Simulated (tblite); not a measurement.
Species: C4H12GeSi3.
SMILES with atom numbers: `[CH:1]#[C:2][SiH2:3][Si@:4]([SiH3:5])([GeH3:6])[CH:7]=[CH2:8]` (hydrogens: H9 on C1; H10, H11 on Si3; H12, H13, H14 on Si5; H15, H16, H17 on Ge6; H18 on C7; H19, H20 on C8)

Cartesian coordinates in Å at the GFN2-xTB level; atoms count from 1:
```xyz
20
C4H12GeSi3 angstrom
C      3.960    0.060    0.435
C      3.032   -0.055   -0.322
Si     1.572   -0.220   -1.445
Si    -0.334    0.221   -0.146
Si    -0.511    2.402    0.679
Ge    -0.430   -1.343    1.639
C     -1.831   -0.123   -1.254
C     -2.673   -1.128   -1.080
H      4.780    0.158    1.087
H      1.773    0.754   -2.529
H      1.650   -1.565   -2.036
H     -0.256    2.460    2.120
H      0.473    3.269    0.026
H     -1.828    3.006    0.454
H     -0.229   -2.795    1.293
H      0.616   -1.127    2.698
H     -1.700   -1.384    2.450
H     -2.000    0.555   -2.083
H     -2.546   -1.830   -0.267
H     -3.522   -1.307   -1.722
```

Computed with GFN2-xTB (tblite): harmonic, unscaled wavenumbers at the GFN2-xTB geometry, gas phase. Against measured fundamentals such values can be off by several per cent, at times by over 20. Modes of hydrogen on germanium and silicon can be 10 to 20 % off. One conformer, not necessarily the lowest. The optimisation stopped once no atom felt more than 0.01 eV/Å.

Lowest wavenumbers of the output (negative numbers stand for imaginary wavenumbers):
```
mode    cm-1
  1     -41.2
  2      -3.7
  3      36.3
  4      46.8
  5      73.4
  6      78.3
  7      94.5
  8     108.0
  9     120.3
 10     133.7
```

Task: Is this structure a minimum?

Result: Not by this Hessian. 1 mode is imaginary beyond 20i (41i cm⁻¹), and 1 more slightly so (3.7i). The curvature is small, so loose convergence or finite differences may be the whole cause.

Task: Which atoms move in the imaginary modes?

Result: 41i: H12 (Si–H hydrogen) 34 %, H13 (Si–H hydrogen) 33 %, H14 (Si–H hydrogen) 33 %; 4i: C1 (terminal alkyne carbon) 40 %, Ge6 (germanium bonded to Si and 3 H) 10 %, Si5 (SiH3 silicon) 10 %. These are shares of the mass-weighted motion.

Task: What is the remedy?

Result: Step along such a mode in both directions, optimise again with tighter thresholds and repeat the frequencies. The zero-point energy of this point (76.5 kcal/mol) counts the 52 real modes alone, and thermal corrections from it aren't those of a minimum.
